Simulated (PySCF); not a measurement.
[Hf2O3]2+ at several levels of theory

Computed with PySCF 2.14.0 (density fitting, no spin-orbit coupling) at the geometry relaxed with PBE0:

```xyz
5
[Hf2O3]2+ (singlet)
Hf    0.0000    0.0000    1.3157
Hf    0.0000    0.0000   -1.3157
O     1.4253    0.0000    0.0000
O    -0.7126    1.2343    0.0000
O    -0.7127   -1.2343    0.0000
```

```tsv
level	basis	state	HOMO (eV)	gap (eV)	charge on Hf1 (e)	dipole about the centre of mass (D)	largest force component (eV/Å)
PBE0	Hf def2-SVP with ECP60, O def2-SVP	singlet	-18.15	5.87	1.67	0.00	0.02
PBE0	Hf def2-TZVP with ECP60, O def2-TZVP	singlet	-18.02	5.82	1.71	0.00	0.70
PBE0	Hf x2c-SVPall, O x2c-SVPall	singlet	-18.40	5.74	1.74	0.00	1.98
```

Charges are Mulliken's, which hang on the basis. The relaxation used the grid (50, 194), these runs (75, 302) or, all-electron (x2c bases, spin-free X2C Hamiltonian), (99, 590).

Task: Order these levels, in the first row's basis, by the HOMO–LUMO gap they give here, smallest first.
A. TPSS
B. BLYP
C. M06-L
D. B3LYP

Result: B (3.46 eV), A (3.71 eV), C (4.02 eV), D (5.33 eV).

Task: And their other results?

Result: 
```
level    state  HOMO (eV)  gap (eV)  charge on Hf1 (e)  dipole about the centre of mass (D)  largest force component (eV/Å)
 TPSS  singlet     -16.74      3.71               1.61                                 0.00                            0.94
B3LYP  singlet     -17.90      5.33               1.64                                 0.00                            0.83
M06-L  singlet     -16.77      4.02               1.76                                 0.00                            0.59
 BLYP  singlet     -16.63      3.46               1.53                                 0.00                            1.65
```

In the first row's basis the gap widens with exact exchange: 3.5 to 4.0 eV for BLYP, TPSS, M06-L (none); 5.3 to 5.9 eV for B3LYP, PBE0 (a fixed share).
